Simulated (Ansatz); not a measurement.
System: sum formula NaOH, charge 0, multiplicity 1. SMILES: [OH][Na]
Structure (B3LYP-D3(BJ)/def2-TZVP (Ansatz, a first-principles code) minimum search):
```xyz
3

Na     0.0000     0.0000    -0.9172
O      0.0000     0.0000     1.0150
H      0.0000     0.0000     1.9692
```
Charge 0, spin multiplicity 1.

Property: vertical electron affinity (to the doublet state of charge -1; a negative value means that the extra electron is unbound and the number depends on the basis; each state is the SCF solution reached for its spin), in eV. Valence correlation only, unless marked. UHF or UKS for open shells. Spin-orbit coupling is left out. Non-relativistic. Anions need diffuse functions: def2-D sets add few. CBS(X,Y): correlation extrapolated as X^-3; Hartree-Fock from the larger set.

```csv
level,program,vertical electron affinity (eV)
PBE/def2-TZVPD,Ansatz,0.47
r2SCAN/def2-TZVPD,Ansatz,0.37
B3LYP/def2-TZVPD,Ansatz,0.46
PBE0/def2-TZVPD,Ansatz,0.44
BHLYP/def2-TZVPD,Ansatz,0.34
CAM-B3LYP/def2-TZVPD,Ansatz,0.42
wB97X/def2-TZVPD,Ansatz,0.23
CCSD/def2-SVPD,Ansatz,0.20
CCSD/def2-TZVPPD,Ansatz,0.27
CCSD/def2-QZVPPD,Ansatz,0.31
CCSD(T)/def2-SVPD,Ansatz,0.21
CCSD(T)/def2-TZVPPD,Ansatz,0.29
CCSD(T)/def2-QZVPPD,Ansatz,0.32
"CCSD(T)/CBS(def2-TZVPPD,def2-QZVPPD)",Ansatz,0.32
```
